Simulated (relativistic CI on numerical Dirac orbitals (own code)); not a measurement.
**Slater and spin-orbit integrals, Os59+**

Computed by Dirac-Coulomb-Breit CI, orbitals from a KLI potential per configuration, model QED (radiative potential, 1s self-energy scaled to tabulated hydrogen-like ionisation energies), unscaled Slater integrals (own radial code, finite nucleus).

Slater integrals F^k, G^k are unscaled and averaged over j, outside the closed core [Ne]; ζ comes from projecting the Hamiltonian with its Breit term on Σ l·s of the shell.

- 3s2 3p5: ζ(3p) = 2.1349e+06 cm⁻¹; <r>(3p) = 0.1773, <r^2>(3p) = 0.03645 (bohr units).
- 3s2 3p4 3d: F^2(3p,3p) = 549530, ζ(3p) = 2.1335e+06, F^2(3p,3d) = 555470, G^1(3p,3d) = 577170, G^3(3p,3d) = 389550, ζ(3d) = 288320 cm⁻¹; <r>(3p) = 0.1774, <r^2>(3p) = 0.0365, <r>(3d) = 0.1577, <r^2>(3d) = 0.02868 (bohr units).
- 3s 3p5 3d: G^1(3s,3p) = 700710, ζ(3p) = 2.1333e+06, G^2(3s,3d) = 445130, F^2(3p,3d) = 555250, G^1(3p,3d) = 577060, G^3(3p,3d) = 389440, ζ(3d) = 289440 cm⁻¹; <r>(3s) = 0.1803, <r^2>(3s) = 0.0372, <r>(3p) = 0.1775, <r^2>(3p) = 0.03652, <r>(3d) = 0.1577, <r^2>(3d) = 0.02871 (bohr units).

Averages of the first 10 configurations, taken without configuration mixing, which lowers the lowest level and can move excited configurations by several eV; other configurations of the list can lie among them:

```json
{"Configuration": "3s2 3p5", "Parity": "odd", "States": "6", "Average energy above the lowest level (eV)": "141.4"}
{"Configuration": "3s2 3p4 3d", "Parity": "even", "States": "150", "Average energy above the lowest level (eV)": "585.4"}
{"Configuration": "3s 3p6", "Parity": "even", "States": "2", "Average energy above the lowest level (eV)": "630.8"}
{"Configuration": "3s 3p5 3d", "Parity": "odd", "States": "120", "Average energy above the lowest level (eV)": "1064.4"}
{"Configuration": "3s 3p4 3d2", "Parity": "even", "States": "1350", "Average energy above the lowest level (eV)": "1507.3"}
{"Configuration": "3p6 3d", "Parity": "even", "States": "10", "Average energy above the lowest level (eV)": "1567.5"}
{"Configuration": "3s2 3p3 3d 4p", "Parity": "even", "States": "1200", "Average energy above the lowest level (eV)": "3536.7"}
{"Configuration": "3s 3p4 3d 4s", "Parity": "even", "States": "600", "Average energy above the lowest level (eV)": "3818.9"}
{"Configuration": "3p6 4s", "Parity": "even", "States": "2", "Average energy above the lowest level (eV)": "3893.4"}
{"Configuration": "3s2 3p4 4s", "Parity": "even", "States": "30", "Average energy above the lowest level (eV)": "2906.3"}
```
